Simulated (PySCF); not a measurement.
# Zn²⁺: ionisation energy

Zn²⁺ [Ar] 3d10 (1S) → Zn³⁺ [Ar] 3d9 (2D), as a difference of total energies. All numbers are calculated (PySCF 2.14, no relativity, point nucleus, in dyall-av2z (16s12p7d2f, 101 functions)). Correlated levels: valence: [Ar] frozen; virtual orbitals above 40 to 60 times the deepest correlated orbital energy dropped. The calculations carry no spin-orbit coupling.

```tsv
method	ionisation energy (eV)
UHF	37.354
MP2 (valence)	40.098
SCS-MP2 (valence)	39.765
CCSD (valence)	39.493
CCSD(T) (valence)	39.597
```

Q: How much does correlation contribute at CCSD(T) (valence)?

A: 39.597 − (37.354) = 2.243 eV, measured against UHF.

A first-order spin-orbit estimate (lowest level to lowest level, LS coupling) adds -0.139 eV.

These non-relativistic numbers lack the scalar-relativistic shift.

Errors of the correlated levels include the incompleteness of this basis and the frozen core.

For comparison: 39.723 eV (measured; NIST Atomic Spectra Database, ionization energies).
